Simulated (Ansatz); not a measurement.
Basis-set series for CH7NSi2 (`[SiH3]/C=N\[SiH3]`). The species carries charge 0 and has multiplicity 1. All single points use the PBE0-D4/def2-TZVP geometry.

```json
{"functional": "PBE0-D4", "basis": "def2-TZVPP", "functions": "244", "energy (Eh)": "-675.71658", "HOMO (eV)": "-6.67", "LUMO (eV)": "-1.68"}
{"functional": "PBE0-D4", "basis": "def2-QZVPP", "functions": "464", "energy (Eh)": "-675.74203", "HOMO (eV)": "-6.69", "LUMO (eV)": "-1.71"}
{"functional": "ωB97M-V", "basis": "def2-TZVPP", "functions": "244", "energy (Eh)": "-675.97932", "HOMO (eV)": "-8.91", "LUMO (eV)": "0.46"}
{"functional": "ωB97M-V", "basis": "def2-QZVPP", "functions": "464", "energy (Eh)": "-676.00288", "HOMO (eV)": "-8.93", "LUMO (eV)": "0.39"}
```

Task: Give the rows for def2-SVP. (Best estimate.)

Result: Computed: 
```tsv
functional	basis	functions	energy (Eh)	HOMO (eV)	LUMO (eV)
PBE0-D4	def2-SVP	99	-675.40281	-6.56	-1.52
ωB97M-V	def2-SVP	99	-675.65842	-8.77	0.70
```

Positive LUMOs are unbound and depend on the basis.
